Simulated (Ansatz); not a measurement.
Abridged output of a molecular run in Ansatz:

```
Functional definition: HF
1058 factors; integrals over basis functions are off by at most 6.8e-4 eV
mean field evaluation 1: about -37876.1066 eV, gradient 4.4e1 eV
mean field evaluation 2: about -37876.8251 eV, gradient 4.4e1 eV
mean field evaluation 4: about -37881.9442 eV, gradient 4.0e0 eV
mean field evaluation 8: about -37882.0245 eV, gradient 3.6e-1 eV
mean field -37882.02501915 eV, -1392.1387420951 hartree, gradient 3.2e-6 eV, S^2 0.000000; 0 other end points of the search recorded, 0 dependent functions left out
19 core orbitals not correlated: weight in the atoms' cores, before any rotation towards them, 1.000 or more for the frozen orbitals, at most 0.000 for the correlated occupied ones
reference -37882.02501915 eV, -1392.1387420951 hartree; 18, 18 occupied and 73, 73 virtual orbitals, 1058 factors
second order -24.46834376 eV of doubles, -0.00000000 eV of singles
cycle   1  -24.37116225 eV  change    9.7e-2 eV  update   1.3e-1
cycle   2  -25.11648830 eV  change   -7.5e-1 eV  update   3.9e-2
cycle   3  -25.27652113 eV  change   -1.6e-1 eV  update   1.8e-2
cycle   4  -25.28335396 eV  change   -6.8e-3 eV  update   5.3e-3
cycle   5  -25.29132843 eV  change   -8.0e-3 eV  update   2.2e-3
cycle   6  -25.29205162 eV  change   -7.2e-4 eV  update   4.8e-4
cycle   7  -25.29211649 eV  change   -6.5e-5 eV  update   1.5e-4
cycle   8  -25.29224832 eV  change   -1.3e-4 eV  update   4.3e-5
cycle   9  -25.29226515 eV  change   -1.7e-5 eV  update   1.3e-5
perturbative correction -0.95680026 eV, -0.0351617608 hartree
Total energy: -37908.27408456 eV, -1393.1033774566 hartree
```

Its atoms:

Cartesian coordinates in Å:
```
N -2.650 0.275 0.555
C -1.576 0.062 0.198
Si 0.124 -0.283 -0.380
Cl 0.483 -2.254 -0.233
Cl 0.333 0.399 -2.258
C 1.277 0.619 0.717
N 2.010 1.183 1.402
```

Task: Which basis set was used?
A. def2-TZVPP
B. def2-QZVPP
C. def2-SVP
D. def2-TZVPPD

Result: C. It gives 110 functions.

Task: Write the keys of the input that set method, charge and spin (a neutral closed shell needs none for the last two).

Result: 
```yaml
correlation: {method: ccsd_t}
```
